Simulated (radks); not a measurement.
The numbers below are computed, except where a source is named.
Sn III, configuration [Kr] 4d10 5s2. Level of theory: scalar-relativistic Kohn-Sham, PBE, spin-polarised, spherical densities, finite nucleus; Fermi nuclear charge, rms radius 4.6519 fm; hard spherical wall at 5 bohr (a radial shooting solver on a logarithmic mesh with Libxc functionals).

Normalised radial functions P(r) = r R(r), r in bohr:

```
   r/bohr * 4s (the largest magnitude, 1.3, reaches the edge; | marks zero)
 0.001152                             |*
 0.001319                             |*
 0.001512                             | *
 0.001732                             | *
 0.001968                             | *
 0.002255                             | *
 0.002584                             |  *
  0.00296                             |  *
 0.003391                             |  *
 0.003885                             |  *
 0.004451                             |   *
   0.0051                             |   *
 0.005843                             |    *
 0.006641                             |    *
 0.007608                             |    *
 0.008716                             |     *
 0.009986                             |     *
  0.01144                             |     *
  0.01311                             |     *
  0.01502                             |     *
   0.0172                             |     *
  0.01971                             |    *
   0.0224                             |    *
  0.02567                             |   *
  0.02941                             |  *
  0.03369                             |*
   0.0386                            *|
  0.04422                          *  |
  0.05066                        *    |
  0.05804                      *      |
   0.0665                    *        |
  0.07558                   *         |
  0.08659                   *         |
  0.09921                    *        |
   0.1137                      *      |
   0.1302                          *  |
   0.1492                             |*
   0.1709                             |     *
   0.1958                             |         *
   0.2243                             |             *
    0.255                             |              *
   0.2921                             |             *
   0.3347                             |         *
   0.3834                             |  *
   0.4393                       *     |
   0.5033               *             |
   0.5766        *                    |
   0.6606   *                         |
   0.7569  *                          |
   0.8602    *                        |
   0.9855        *                    |
    1.129             *               |
    1.294                  *          |
    1.482                      *      |
    1.698                         *   |
    1.945                           * |
    2.229                            *|
    2.553                             *
    2.902                             *
    3.325                             *
    3.809                             *
    4.364                             *
        5                             *
```

4s: eigenvalue -151.05 eV, 3 radial nodes at r = 0.0363, 0.145, 0.402 bohr, <r> = 0.819 bohr, 90 % of the charge inside 1.18 bohr.
